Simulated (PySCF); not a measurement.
# Relaxation of quartet RuO₂Br

All numbers come from PySCF, UPBE0, basis Ru def2-TZVP with ECP28, O def2-TZVP, Br def2-TZVP (scalar-relativistic core potentials, no spin–orbit coupling, density fitting). A (50,194) grid was used.

A hand-made T-shaped (ligand arrangement 1) start, of C2v symmetry, held to at least that symmetry:

```xyz
4
charge 0 multiplicity 4, angstrom
Ru    0.0000    0.0000   -0.8953
O     1.7090    0.0000   -0.8356
O    -1.7090    0.0000   -0.8356
Br    0.0000    0.0000    1.4947
```

Optimiser trace:
```json
{"step": "0", "E − E(last) (kJ/mol)": "91.73", "largest gradient (Eh/bohr)": "0.06743"}
{"step": "1", "E − E(last) (kJ/mol)": "51.40", "largest gradient (Eh/bohr)": "0.03821"}
{"step": "2", "E − E(last) (kJ/mol)": "26.51", "largest gradient (Eh/bohr)": "0.03588"}
{"step": "3", "E − E(last) (kJ/mol)": "9.96", "largest gradient (Eh/bohr)": "0.02578"}
{"step": "4", "E − E(last) (kJ/mol)": "0.67", "largest gradient (Eh/bohr)": "0.00442"}
{"step": "5", "E − E(last) (kJ/mol)": "0.08", "largest gradient (Eh/bohr)": "0.00381"}
{"step": "6", "E − E(last) (kJ/mol)": "0.00", "largest gradient (Eh/bohr)": "0.00013"}
{"step": "7", "E − E(last) (kJ/mol)": "0.00", "largest gradient (Eh/bohr)": "0.00004"}
```

It ends at C2v with Ru–Br 2.330 Å, Ru–O 1.723 Å (×2); Br–Ru–O 107.3° (×2), O–Ru–O 145.5°. A frequency run shows 1 imaginary mode, down to 128i cm⁻¹, so it is a saddle point.

Open d and f shells are described by one determinant, and the ground state may have another occupation or spin. At this level a doublet minimum of C2v symmetry lies 221 kJ/mol below this structure.

The relaxation took 42 s on 4 threads of a shared Arm Neoverse V1 host, with 150 basis functions and 8 gradients; the process peaked at 0.86 GiB.
